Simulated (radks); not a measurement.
The numbers below are computed, except where a source is named.
The mean radii <r> (bohr) of the occupied orbitals of an atom or ion are listed with their occupations. Level of theory: scalar-relativistic Kohn-Sham, LDA (Slater exchange, VWN5 correlation), spin-polarised, spherical densities, point nucleus (a radial shooting solver on a logarithmic mesh with Libxc functionals).

| orbital | occ. | <r> |
|---|---|---|
| 1s up | 1 | 0.04409 |
| 1s down | 1 | 0.04407 |
| 2s up | 1 | 0.1902 |
| 2s down | 1 | 0.1905 |
| 2p up | 3 | 0.1648 |
| 2p down | 2 | 0.1651 |

Name the element and its charge. Open shells, if any, are filled with parallel spins first.

Answer. Z = 34, selenium, charge +25: Se25+ in [He] 2s2 2p5. The 1s radius gives Z: for a bare nucleus <r> = (2 gamma + 1)/(2Z) with gamma = sqrt(1 - (Z/c)^2), 0.0432 bohr for Z = 34, and screening makes it slightly larger (0.04409 here). The occupations add up to 9, and the charge is Z minus that.
